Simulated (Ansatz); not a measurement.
CH5BrFNSi (SMILES C[Si](N)(F)Br), singlet, at a GFN2-xTB geometry; PBE/def2-SVP (Ansatz, a quantum-chemistry and plane-wave program).

Here is a job for Ansatz.
Ansatz 0.2 input:
```yaml
crystal:
  periodic: [false, false, false]
  atoms:
    - {symbol: C, position_ang: [1.93848248, 0.89216253, 0.83387227]}
    - {symbol: Si, position_ang: [0.29239908, -0.02662274, 0.76294155]}
    - {symbol: N, position_ang: [-0.99822599, 0.41800885, 1.78673112]}
    - {symbol: F, position_ang: [0.56860362, -1.57144590, 1.10229771]}
    - {symbol: Br, position_ang: [-0.51965711, 0.04470897, -1.28691519]}
    - {symbol: H, position_ang: [1.82406105, 1.94109795, 0.57398438]}
    - {symbol: H, position_ang: [2.65862387, 0.46139583, 0.14264262]}
    - {symbol: H, position_ang: [2.36924389, 0.84204877, 1.83030389]}
    - {symbol: H, position_ang: [-0.98164750, 0.17743663, 2.76219228]}
    - {symbol: H, position_ang: [-1.53661516, 1.24990128, 1.62069575]}
basis:
  gaussian:
    orbitals: def2-SVP
hamiltonian:
  xc: pbe
```

Output, abridged:

```
Functional definition: PBE
1309 factors; their error is unknown
mean field evaluation 1: about -83204.0990 eV, gradient 8.2e1 eV
mean field evaluation 2: about -83176.7802 eV, gradient 1.3e2 eV
mean field evaluation 4: about -83217.7431 eV, gradient 1.0e1 eV
mean field evaluation 8: about -83217.9813 eV, gradient 2.2e-1 eV
mean field evaluation 16: about -83217.8692 eV, gradient 2.5e-4 eV
mean field -83217.86924012 eV, -3058.2002874766 hartree, gradient 6.7e-5 eV, S^2 0.000000; 0 other end points of the search recorded, 0 dependent functions left out
reference -83217.86927528 eV, -3058.2002887689 hartree; 38, 38 occupied and 79, 79 virtual orbitals, 1309 factors
Total energy: -83217.86927528 eV, -3058.2002887689 hartree
```
